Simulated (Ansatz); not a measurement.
Geometry optimisation, RHF/def2-SVP (Ansatz).

Input file:

```yaml
crystal:
  periodic: [false, false, false]
  atoms:
    - { symbol: In, position_ang: [0.0, 0.0, 0.0] }
    - { symbol: Cl, position_ang: [0.0, 0.0, 2.79] }
    - { symbol: Cl, position_ang: [2.113, 0.0, -1.22] }
    - { symbol: Cl, position_ang: [-2.113, 0.0, -1.22] }
    - { symbol: H, position_ang: [0.0865, -1.9625, 0.6527] }
    - { symbol: H, position_ang: [0.0723, -1.6397, 1.6684] }
basis:
  gaussian: { orbitals: def2-SVP }
hamiltonian:
  xc: hf
relax:
  f_tol: 0.15
  max_steps: 25
  restrain:
    - { distance: [0, 4], at: 1.77, k: 30.0 }
    - { distance: [5, 1], at: 1.37, k: 30.0 }
    - { distance: [0, 1], at: 3.64, k: 30.0 }
    - { distance: [5, 4], at: 1.86, k: 30.0 }
```

Launched with:

```bash
$ ansatz run input.yaml --threads 1 --pin off --max-ram 2048MiB --backend cpu --events-out ev --progress --plain --runs-dir out
```

Q: Where does it end, and by what steps?

A: The forces met the threshold. The restraints hold the end off the free minimum. After 8 steps the energy has fallen by 1.525 eV (the restraints' own energy left out); In1 moved furthest, 0.83 Å. Parted: In1–Cl2 (2.79 → 3.64 Å). Joined: Cl2–H6 (1.99 → 1.32 Å).

```json
{"step": "0", "energy less start (eV)": "0.0000", "largest force component (eV/Å)": "3.546", "accepted": "yes"}
{"step": "1", "energy less start (eV)": "0.6767", "largest force component (eV/Å)": "2.284", "accepted": "yes"}
{"step": "2", "energy less start (eV)": "0.1130", "largest force component (eV/Å)": "2.908", "accepted": "yes"}
{"step": "3", "energy less start (eV)": "-0.8740", "largest force component (eV/Å)": "2.109", "accepted": "yes"}
{"step": "4", "energy less start (eV)": "-1.3059", "largest force component (eV/Å)": "1.200", "accepted": "yes"}
{"step": "5", "energy less start (eV)": "-1.4943", "largest force component (eV/Å)": "1.253", "accepted": "yes"}
{"step": "6", "energy less start (eV)": "-1.4995", "largest force component (eV/Å)": "1.740", "accepted": "yes"}
{"step": "7", "energy less start (eV)": "-1.5188", "largest force component (eV/Å)": "1.404", "accepted": "yes"}
{"step": "8", "energy less start (eV)": "-1.5250", "largest force component (eV/Å)": "1.305", "accepted": "yes"}
```

```xyz
6
Properties=species:S:1:pos:R:3
In 0.024 -0.619 -0.552
Cl 0.029 -0.260 3.069
Cl 1.987 0.326 -1.409
Cl -1.968 0.287 -1.383
H 0.046 -1.956 0.582
H 0.041 -1.380 2.363
```

Time of the run: 34 s on 1 thread of Intel(R) Xeon(R) Platinum 8259CL CPU @ 2.50GHz (Skylake/Cascade Lake), with other jobs on the host, peak memory 0.21 GiB.
